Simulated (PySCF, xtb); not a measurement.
C₃H₄FNSSi, SMILES Fc1scnc1[SiH3].

GFN2-xTB (xtb) at its own geometry gives an orbital gap of 3.56 eV and a dipole moment of 0.83 D.

Coordinates come from a ωB97X-D3(BJ)/def2-SVP optimisation. This is a generated structure with no PubChem entry under its InChIKey; it may be hypothetical.

**Question.** What does ωB97X/def2-TZVP in PySCF give? (An estimate is asked for; the answer gives what the named calculation found.)

**Answer.** gap 10.71 eV (levels -9.62 and 1.09 eV), dipole 1.50 D.
